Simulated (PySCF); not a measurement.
GaH₂I, SMILES [GaH2][I].

Geometry optimised at B3LYP-D3(BJ)/def2-TZVP. The def2 effective core potentials stand for the cores of I; spin–orbit coupling is left out.

All values below come from HF/def2-TZVPD run with PySCF.

Symmetry labels are those of the subgroup C2v that the program uses (full group C2v).

Computed valence orbital energies around the gap with their symmetry:
```csv
orbital,symmetry,energy (eV)
HOMO−7,B2,-33.52
HOMO−6,A1,-33.50
HOMO−5,A1,-23.96
HOMO−4,A1,-16.32
HOMO−3,B2,-12.67
HOMO−2,A1,-11.31
HOMO−1,B1,-10.23
HOMO,B2,-9.95
LUMO,B1,0.60
LUMO+1,A1,1.25
LUMO+2,A1,1.51
LUMO+3,B2,1.59
```
